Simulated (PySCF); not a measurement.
C9H5OP.
SMILES: `C#Cc1oc2ccccc2p1`

All values: PBE0/pcSseg-1 (PySCF, non-relativistic), on one gas-phase PBE0-D3(BJ)/def2-SVP geometry that isn't relaxed in the solvent. The solvent is an IEF-PCM continuum (cavity from Bondi-type radii × 1.2). Only the electrostatic response of the medium enters.

```
run  E − E(gas) (kcal/mol)  HOMO (eV)  HOMO–LUMO gap (eV)  dipole (D)
gas                   0.00      -6.53                4.46        1.00
  P                  -2.11      -6.54                4.46        1.20
  Q                  -3.42      -6.57                4.45        1.31
```

Task: The runs were made in benzene and chloroform. Which run belongs to which solvent?

Result: P = benzene, Q = chloroform. The dielectric constants are 2.271 (benzene), 4.711 (chloroform), and the energy falls further as ε rises. In this model the ground state sees the solvent through ε alone.

Task: How constant is the ratio of the lowering to (ε − 1)/(2ε + 1)?

Result: 
```
   solvent  (ε − 1)/(2ε + 1)  E − E(gas) (kcal/mol)  ratio (kcal/mol)  polarisation term (kcal/mol)
   benzene             0.229                  -2.11              -9.2                         -2.23
chloroform             0.356                  -3.42              -9.6                         -3.75
```

The ratio changes by +4.4 % in size from benzene to chloroform. The polarisation term is half the interaction of the solute with the induced surface charges.
